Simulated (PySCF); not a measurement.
A structure optimised at B3LYP-D3(BJ)/def2-SVPD, used in a PySCF frequency run:

```
Te
F 1 2.0259
F 1 2.0259 2 77.86
F 1 2.0535 2 87.59 3 88.05
F 1 2.0535 2 87.59 3 -88.05
```
Charge -1, spin multiplicity 2.

Write its SMILES, formula and point group.

F[Te-](F)(F)F, F₄Te, C2v

What are its rotational constants (standard atomic weights)?

3.7094, 2.2834, 2.1559 GHz
